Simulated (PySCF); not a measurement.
C₃H₉FSi₂, SMILES [C@]1([SiH3])([C@H]([SiH3])C1)F. Geometry: PBE-D3(BJ)/def2-SVP. The structure was generated by enumeration; whether it is a known compound was not checked.

Computed equilibrium geometry at PBE-D3(BJ)/def2-SVP (PySCF confirms it by a frequency run) as a Z-matrix:
```
C
F 1 1.3941
C 1 1.5043 2 114.52
H 3 1.1014 1 115.41 2 3.81
H 3 1.1030 4 114.79 1 -144.22
C 1 1.5201 2 113.95 3 -67.07
H 6 1.1051 1 110.64 2 -0.32
Si 6 1.8841 7 113.95 1 147.62
H 8 1.5045 6 109.79 7 164.45
H 8 1.5048 9 108.73 6 119.64
H 8 1.5055 9 108.86 10 118.30
Si 1 1.8970 2 109.80 3 145.78
H 12 1.5020 1 109.83 2 60.64
H 12 1.5021 13 109.54 1 119.85
H 12 1.5038 13 109.70 14 120.42
```
